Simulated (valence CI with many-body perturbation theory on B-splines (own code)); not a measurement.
Energy levels of Dy58+

Computed by valence CI with perturbative core correlation (CI+MBPT): six valence electrons over a frozen Dirac-Fock core [He], radial functions for each j: 9 s, 9 p, 8 d, 6 f, 3 g, 1 h, with the one-electron correlation potential Σ1 (screened to all orders), the two-electron term Σ2, the three-electron term Σ3, Breit, model QED; selected single and double excitations, second order for the rest, scaled by the run's own slope (own B-spline code, finite nucleus).

The last digits are not significant, and no measured levels were compared; by estimate large intervals hold to a few tenths of a per cent, small ones and those within an open d or f shell to about a per cent. Among the levels kept, up to 2100 cm⁻¹ of a level comes from second order outside the variational space, and about a tenth of that is noise between levels of different J, which matters for small intervals.

Levels 46 to 60 of 60, with energies above the lowest level, (2s^2 2p1/2^2 2p3/2^2) J=2. "Leading %" is the weight of the configuration and term that name the level; weights of strongly mixed levels are sums over their largest components and can fall short, and the name can then belong to a minority configuration. In the jj column 3d3/2^4 stands for four electrons in 3d with j = 3/2.

```
No.  Configuration  Term  J  E (eV)  Leading %                       Leading jj   Second component      g
 46       2s²2p³3p    ³D  3  7999.0         71  2s^2 2p1/2 2p3/2^2 3p3/2 (97 %)   22 % 2s²2p³3p ¹F  1.236
 47       2s²2p³3p    ³P  1  8010.8         36  2s^2 2p1/2 2p3/2^2 3p3/2 (56 %)    14 % 2s2p⁴3s ³S  1.506
 48        2s2p⁴3s    ³S  1  8016.5         35     2s 2p1/2^2 2p3/2^2 3s (68 %)    20 % 2s2p⁴3s ³P  1.680
 49        2s2p⁴3s    ³P  2  8029.5         23     2s 2p1/2^2 2p3/2^2 3s (50 %)   23 % 2s²2p³3p ¹D  1.249
 50        2s2p⁴3p   ⁵P°  2  8036.9         31  2s 2p1/2^2 2p3/2^2 3p1/2 (99 %)   24 % 2s2p⁴3p ³P°  1.594
 51        2s2p⁴3p   ³D°  3  8038.2         39  2s 2p1/2^2 2p3/2^2 3p1/2 (97 %)   24 % 2s2p⁴3p ⁵D°  1.322
 52        2s2p⁴3s    ³P  2  8043.5         22  2s^2 2p1/2 2p3/2^2 3p3/2 (57 %)   15 % 2s²2p³3p ³D  1.254
 53        2s2p⁴3s    ¹P  1  8045.5         21     2s 2p1/2^2 2p3/2^2 3s (60 %)    21 % 2s2p⁴3s ³D  1.181
 54        2s2p⁴3s    ¹S  0  8053.6         64     2s 2p1/2^2 2p3/2^2 3s (99 %)    36 % 2s2p⁴3s ³P       
 55       2s²2p³3p    ¹D  2  8055.3         37  2s^2 2p1/2 2p3/2^2 3p3/2 (94 %)   34 % 2s²2p³3p ³D  1.154
 56       2s²2p³3p    ³P  1  8061.3         34  2s^2 2p1/2 2p3/2^2 3p3/2 (77 %)   22 % 2s²2p³3p ³S  1.569
 57       2s²2p³3d   ⁵D°  1  8085.3         46  2s^2 2p1/2 2p3/2^2 3d3/2 (99 %)  38 % 2s²2p³3d ³D°  1.038
 58       2s²2p³3d   ³F°  2  8087.2         39  2s^2 2p1/2 2p3/2^2 3d3/2 (98 %)  37 % 2s²2p³3d ⁵D°  1.068
 59       2s²2p³3d   ⁵D°  0  8087.9         54  2s^2 2p1/2 2p3/2^2 3d3/2 (99 %)  25 % 2s²2p³3d ¹S°       
 60       2s²2p³3d   ³G°  3  8093.9         39  2s^2 2p1/2 2p3/2^2 3d3/2 (98 %)  22 % 2s²2p³3d ³D°  1.078
```
